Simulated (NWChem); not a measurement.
System: TiH$_{3}$O$_{3}$ cation; SMILES [Ti+]([OH])([OH])[OH]

```xyz
7

Ti     0.0000     0.0000     0.2601
O     -0.3033    -1.6323    -0.1652
H     -0.1131    -2.4852    -0.5861
O     -1.2620     1.0788    -0.1652
H     -2.0957     1.3405    -0.5861
O      1.5653     0.5535    -0.1652
H      2.2087     1.1447    -0.5861
```
Atoms are numbered in this order, from 1.

All runs: NWChem. Pople sets run with spherical d functions. Coordinates come from a PBE0/def2-SVP optimisation. This spin state was assumed; another may lie lower.

Task: Among these, which level gives the highest value of “highest occupied level (eV)”?
A) PBE/STO-3G
B) PBE/6-31G*
C) PBE/3-21G

Result: A, PBE/STO-3G. Values: PBE/6-31G* -13.02; PBE/3-21G -12.50; PBE/STO-3G -9.78
